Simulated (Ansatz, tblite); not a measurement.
Spin states of AlB₁₂⁻ (the lowest singlet isomer of a short search), each relaxed with PBE-D4/def2-SVP in Ansatz. Electronic energies in the gas phase.

The xTB rows come from tblite. The structure comes from a short search, and lower isomers may exist.

Singlet geometry (C2v within 0.1 Å):

```xyz
13

Al   -2.303    0.214    1.564
B     0.861   -0.082   -0.585
B    -0.754    1.012    2.508
B     2.322   -0.214   -1.579
B    -0.419   -0.968   -1.868
B     2.560    0.473   -0.212
B    -0.086    0.447    0.991
B    -1.004   -0.343   -0.251
B     1.057   -0.806   -2.248
B    -1.955   -1.104   -1.408
B    -2.718   -0.689   -0.149
B     0.739    1.212    2.237
B     1.701    0.847    1.001
```

Triplet geometry (Cs within 0.1 Å):

Cartesian coordinates in Å:
```
Al 2.593 1.360 -0.336
B -0.870 -0.573 0.213
B 2.096 0.069 -1.803
B -2.330 -1.536 0.572
B -1.101 0.859 1.606
B -1.471 -2.087 -0.582
B 0.693 -0.202 -0.753
B 0.294 0.869 0.496
B -2.133 -0.312 1.487
B -0.023 2.030 1.651
B 1.255 2.323 0.824
B 1.160 -1.142 -2.048
B -0.163 -1.657 -1.327
```

Quintet geometry:

```xyz
13

Al    1.130   -2.202    1.074
B    -0.394    0.647   -0.654
B    -0.021   -1.137    2.455
B    -1.498    1.726   -1.501
B     1.071    0.557   -1.770
B    -2.108    1.217   -0.170
B    -0.349   -0.342    0.871
B     0.944   -0.303   -0.197
B    -0.147    1.461   -2.211
B     2.340   -0.296   -1.294
B     2.533   -1.163   -0.023
B    -1.428   -0.523    2.266
B    -2.073    0.358    1.152
```

⟨S²⟩: triplet 2.03 at PBE0-D4/def2-TZVPD (pure 2.00), quintet 6.04 at PBE0-D4/def2-TZVPD (pure 6.00).

Run but left out: HF/STO-3G (singlet: restricted singlet, unstable in another Hartree–Fock run and untested here); HF/def2-SVPD (singlet: restricted singlet, unstable towards broken spin symmetry); MP2/def2-SVPD (triplet: ⟨S²⟩ 2.15, where a pure state has 2.00); MP2/def2-SVPD (quintet: ⟨S²⟩ 6.17, where a pure state has 6.00).

Only these spin states were relaxed. The triplet has other bonds than the singlet, so the gap mixes isomer and spin. The quintet has other bonds than the singlet, so the gap mixes isomer and spin.

| level | triplet − singlet (kcal/mol) | quintet − singlet (kcal/mol) | lowest of these | remarks |
| --- | --- | --- | --- | --- |
| GFN1-xTB | 2.7 | 36.0 | singlet | – |
| GFN2-xTB | 19.2 | 55.0 | singlet | – |
| PBE-D4/def2-TZVPD | -0.9 | 43.5 | triplet | restricted SCF unstable in HF (singlet) |
| r2SCAN-D4/def2-TZVPD | -3.9 | 40.2 | triplet | restricted SCF unstable in HF (singlet) |
| PBE0-D4/def2-TZVPD | -2.4 | 46.0 | triplet | restricted SCF unstable in HF (singlet) |

Change of the quintet − singlet gap on mixing in exact exchange, in kcal/mol: PBE to PBE0 (25 % exact exchange) 2.4.

The xTB methods have no spin-polarisation term.
